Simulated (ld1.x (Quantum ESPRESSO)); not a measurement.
**V (Z = 23): from the effect back to the setting (RRKJ)**

Base potential:

V (Z = 23), norm-conserving RRKJ (Kleinman–Bylander form), made with ld1.x (Quantum ESPRESSO) 7.5 (PBEsol, scalar-relativistic). Core [Ar], reference 3d3 4s2 4p0. Waves: 4p (bound, empty): rc 2.45 bohr; 3d (bound): rc 1.80 bohr; 4s (bound): rc 2.10 bohr. Local part: the s channel. Core correction: a·sin(br)/r model core inside 1.25 bohr. rho0 = 0.001.

Cutoffs, loose and tight: the cutoffs (Ry, on a coarse ladder) from which the occupation-weighted sum of valence levels, in a spherical-Bessel basis at the reference potential, stays within 10 and 1 mRy of its value at 400 Ry. They do not see the model core or the augmentation charge, which bear on the density cutoff. Test errors are all-electron minus pseudo excitation energies from the reference, over the configurations 3d3 4s1 4p0; 3d3 4s0 4p0; 3d2 4s0 4p0; 3d2 4s2 4p0; 3d3 4s1 4p1; 3d3 4s0 4p2; 3d3.5 4s1.5 4p0; variants that change the core or the reference have their own tests.

Only the d radius is moved:

| d radius (bohr) | cutoff, loose | cutoff, tight | bound ghosts | largest test error (meV) |
| --- | --- | --- | --- | --- |
| 1.12 | 120 Ry | 140 Ry | none | -606 |
| 1.52 | 70 Ry | 80 Ry | none | -555 |
| 1.7 | 55 Ry | 70 Ry | none | -506 |
| 1.9 | 45 Ry | 60 Ry | none | -448 |
| 2.12 | 40 Ry | 55 Ry | none | -365 |
| 2.26 | 35 Ry | 50 Ry | none | -282 |
| 2.46 | 30 Ry | 40 Ry | none | -177 |
| 2.74 | 25 Ry | 35 Ry | none | +363 |

Q: One more run gave cutoff, loose: 80 Ry; cutoff, tight: 90 Ry; bound ghosts: none; largest test error (meV): -579. Which value of the d radius was used?

A: 1.38 bohr. The loose cutoff moves one way along this sweep, from 120 Ry at 1.12 to 25 Ry at 2.74 bohr, which places the run between 1.12 and 1.52 bohr.
